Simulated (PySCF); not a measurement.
This PySCF input asks for the NMR shieldings of SMILES BPB(Cl)C(C)(C)C, C₄H₁₂B₂ClP; the geometry comes from GFN2-xTB.

```python
import basis_set_exchange as bse
import numpy as np
from pyscf import gto, dft
from pyscf.prop import nmr

atoms = """
B     3.738848   -0.272538   -0.636776
P     2.117569   -0.818187   -0.064191
B     0.773021    0.407931    0.192754
Cl    1.292314    1.929756    0.817616
C    -0.804259    0.148626    0.011845
C    -1.117305   -1.159188   -0.725439
C    -1.448912    0.081381    1.409569
C    -1.455221    1.307420   -0.762026
H     4.129799    0.781543   -0.316097
H     4.403549   -1.005283   -1.258418
H     1.649307   -1.909290   -0.749258
H    -2.192796   -1.276551   -0.844164
H    -0.663679   -1.160721   -1.715142
H    -0.740332   -2.014574   -0.168307
H    -1.289721    1.010492    1.950998
H    -2.520519   -0.085413    1.318005
H    -1.020760   -0.733344    1.989957
H    -1.276474    2.255185   -0.260815
H    -2.530275    1.153122   -0.833127
H    -1.049303    1.370312   -1.769718
"""
names = dict.fromkeys(["B", "P", "Cl", "C", "H"], "pcSseg-1")
basis = {el: gto.basis.parse(bse.get_basis(n, elements=[el], fmt="nwchem")) for el, n in names.items()}
mol = gto.M(atom=atoms, basis=basis, charge=0, verbose=0)
mf = dft.RKS(mol, xc="PBE0")
mf.grids.level = 2
mf.grids.alignment = dft.numint.BLKSIZE   # the property module wants whole blocks of grid points
mf.conv_tol = 1e-9
mf.kernel()

calc = nmr.RKS(mf)   # GIAO
C = mf.mo_coeff
Co = C[:, mf.mo_occ > 0]
resp = mf.gen_response(singlet=True, hermi=2)
def vind(x):   # induced exchange potential for any number of trial vectors
    d = np.einsum("pi,xij,qj->xpq", C, 2 * x.reshape(-1, C.shape[1], Co.shape[1]), Co, optimize=True)
    return np.einsum("xpq,pi,qj->xij", resp(d - d.transpose(0, 2, 1)), C, Co, optimize=True).ravel()
mo1, _ = nmr.rhf.solve_mo1(calc, with_cphf=vind)
sigma = calc.kernel(mo1)
for i, s in enumerate(sigma):   # ppm
    w = np.linalg.eigvalsh((s + s.T) / 2)
    print("%2d %-2s iso %8.1f  s11 %8.1f  s22 %8.1f  s33 %8.1f" % (i, mol.atom_pure_symbol(i), w.mean(), *w))
```

Question: What does it print?

Answer: 
```
 0 B  iso     31.4  s11    -52.8  s22      0.2  s33    146.8
 1 P  iso    363.9  s11    164.5  s22    456.6  s33    470.8
 2 B  iso     27.7  s11    -34.6  s22     19.7  s33     98.0
 3 Cl iso    709.9  s11    397.9  s22    655.4  s33   1076.4
 4 C  iso    154.1  s11    135.6  s22    159.3  s33    167.3
 5 C  iso    156.6  s11    140.6  s22    147.6  s33    181.5
 6 C  iso    156.6  s11    137.6  s22    147.2  s33    185.1
 7 C  iso    158.0  s11    138.1  s22    151.7  s33    184.2
 8 H  iso     23.9  s11     16.1  s22     26.1  s33     29.5
 9 H  iso     23.9  s11     17.0  s22     26.7  s33     28.1
10 H  iso     26.7  s11     21.2  s22     28.0  s33     30.8
11 H  iso     30.8  s11     26.8  s22     29.0  s33     36.6
12 H  iso     30.4  s11     26.6  s22     28.7  s33     36.0
13 H  iso     30.3  s11     26.2  s22     29.0  s33     35.7
14 H  iso     30.3  s11     25.5  s22     29.9  s33     35.6
15 H  iso     30.8  s11     27.4  s22     28.3  s33     36.9
16 H  iso     30.7  s11     26.8  s22     28.4  s33     37.0
17 H  iso     30.0  s11     24.9  s22     30.1  s33     35.0
18 H  iso     31.0  s11     27.3  s22     28.7  s33     37.0
19 H  iso     30.8  s11     27.2  s22     28.0  s33     37.3
```

These numbers come from an equivalent density-fitted implementation of the same equations, which agrees with the script to about 0.01 ppm for H and up to a few tenths of a ppm for heavy atoms, so last digits may differ.

Size and cost of the density-fitted run: 210 basis functions, 92 s wall time on 1 thread of an Arm Neoverse N1, shared host; peak memory 1 GiB.
